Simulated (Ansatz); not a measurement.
GeMe2 (C2H6Ge). Total charge 0; singlet. Geometry PBE-D4/def2-TZVP; atoms count from 1.

```csv
atom,x (Å),y (Å),z (Å)
Ge1,-1.072,0.591,0.673
C2,-0.960,-0.949,-0.621
H3,-0.323,-1.739,-0.186
H4,-0.469,-0.623,-1.552
H5,-1.942,-1.376,-0.861
C6,0.905,0.979,0.657
H7,1.204,1.263,-0.367
H8,1.472,0.068,0.911
H9,1.186,1.786,1.346
```

Estimate the Mulliken populations from the PBE0/def2-TZVP orbitals of Ansatz.


```
atom  charge (e)
 Ge1        0.27
  C2       -0.55
  H3        0.14
  H4        0.14
  H5        0.14
  C6       -0.55
  H7        0.14
  H8        0.14
  H9        0.14
```
Mulliken values and Mayer orders depend strongly on the basis.

And the Mayer bond orders between bonded heavy atoms (over 0.3)?

Ge1–C2 0.96 (2.01 Å); Ge1–C6 0.96 (2.01 Å).
